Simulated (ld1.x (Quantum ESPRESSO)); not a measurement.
**What one change does to a pseudopotential (cobalt, PAW)**

cobalt (Co), PAW, made with ld1.x (Quantum ESPRESSO) 7.5 (PBEsol, scalar-relativistic). Core [Ar], reference 3d8 4s1 4p0. Waves: 4s (bound): rcut 1.55, rcutus 2.05 bohr; 4s channel at 1.9 Ry: rcut 1.55, rcutus 2.05 bohr; 4p (bound, empty): rcut 3.90, rcutus 4.15 bohr; 4p channel at 2.35 Ry: rcut 3.90, rcutus 4.15 bohr; 3d (bound): rcut 0.75, rcutus 0.90 bohr; 3d channel at 3.4 Ry: rcut 0.75, rcutus 0.90 bohr. Local part: all-electron potential smoothed inside 3.85 bohr (lloc = -2). Core correction: a·sin(br)/r model core, default radius (ld1.x builds one for every PAW set, though the input has nlcc=.false.). Augmentation charge: BESSEL, radius 0.80 bohr.

Change: waves 3d (bound): rcut 0.50, rcutus 0.54 bohr; 3d channel at 3.4 Ry: rcut 0.50, rcutus 0.54 bohr.

Cutoffs: the cutoffs (Ry, on a coarse ladder) from which the occupation-weighted sum of valence levels, in a spherical-Bessel basis at the reference potential, stays within 10 and 1 mRy of its value at 400 Ry; they do not see the model core or the augmentation charge, which bear on the density cutoff. Errors are all-electron minus pseudo energies relative to the spin-unpolarised reference configuration.

Problem. What does the change do?

Solution. The number of tests with a reliable result goes from 7 to 0 (the test run of the changed file stopped, so its transferability is not established); neither file shows a bound ghost.

```tsv
quantity	base	changed
cutoff, loose	140 Ry	over 300 Ry
cutoff, tight	230 Ry	over 300 Ry
loose cutoff by channel (10 mRy a level)	s 6 Ry, d 110 Ry	s 6 Ry, d 300 Ry
bound ghosts	none	none
tests with a reliable result	7 of 7	0 of 7 (the test run stopped)
s: phases at 4.47 bohr within 0.05 rad from the reference energy up to (Ry; the scan ends near 5)	3.4	3.4
p: phases at 4.47 bohr within 0.05 rad from the reference energy up to (Ry; the scan ends near 5)	1.2	1.2
d: phases at 4.47 bohr within 0.05 rad from the reference energy up to (Ry; the scan ends near 5)	0.3	0.3
lowest overlap eigenvalue by channel	s 0.14, p 0.91, d 1.00	s 0.14, p 0.91, d 1.00
```
